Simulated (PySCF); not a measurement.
Compound: C2H5O4S (doublet state).
Atom-mapped SMILES: `[CH3:1][S:2](=[O:3])(=[O:4])[O:5][CH:6][OH:7]` (hydrogens: H8, H9, H10 on C1; H11 on C6; H12 on O7)

Geometry (GFN2-xTB, Å), atoms numbered from 1 in this order:
```
atom  x, y, z in Å
C1     1.914   -0.402    0.366
S2     0.401    0.485   -0.025
O3     0.476    1.101   -1.310
O4     0.007    1.310    1.084
O5    -0.629   -0.810   -0.050
C6    -1.963   -0.576   -0.143
O7    -2.509    0.447    0.543
H8     1.772   -0.858    1.335
H9     2.059   -1.143   -0.407
H10    2.723    0.315    0.381
H11   -2.428   -0.771   -1.103
H12   -1.822    0.900    1.069
```

The hyperfine couplings belong to this conformer and change with its torsions.

Theory: UKS B3LYP, pcH-1 on C H O S, non-relativistic, mean-field spin-orbit, GIAO in PySCF 2.14.0. Geometry: GFN2-xTB, one conformer, isolated molecule. A GFN2-xTB geometry isn't a minimum of the functional, and hyperfine couplings can be far from their values at a DFT geometry. Stability of the SCF solution: not tested.

Question: What are g_iso and the isotropic 13C coupling of C6?

Answer: g_iso = 2.00306 and a = +254.30 MHz, or +9.071 mT (Mulliken spin population +0.80). 13C makes up about 1.07 % of the natural element, so this concerns labelled samples or satellites.

Question: For one electron spin and this one nucleus (I = 1/2, g_N = 1.4048), compare first-order, second-order and exact resonance fields at 3.407 GHz.

Answer: B0 = hν/(g μB) = 121.526 mT and a/B0 = 0.0746. B(1) = B0 − a·mI, B(2) = B(1) − a²[I(I+1) − mI²]/(2B0); the exact values solve the Breit–Rabi equation, nuclear Zeeman term included.

```json
{"mI": "−1/2", "first order (mT)": "126.061", "second order (mT)": "125.892", "exact (mT)": "125.898", "exact − first order": "-0.163"}
{"mI": "+1/2", "first order (mT)": "116.990", "second order (mT)": "116.821", "exact (mT)": "116.814", "exact − first order": "-0.176"}
```

Question: What levels remain at zero field?

Answer: F = I ± 1/2 = 1 and 0, at a·I/2 = +63.6 MHz and −a(I+1)/2 = -190.7 MHz, that is |a|(I + 1/2) = 254.3 MHz apart; F = 0 lies lower.

Other couplings of abundant isotopes, left aside here: 1 × 1H 24 MHz, 1 × 1H 9 MHz.

On one thread, Intel Xeon Platinum 8259CL at 2.50 GHz (x86_64), shared host with 96 logical CPUs at a one-minute load of 19, this took 58 s wall (with the writing of density and orbital grids) and 0.92 GiB of memory at its peak.
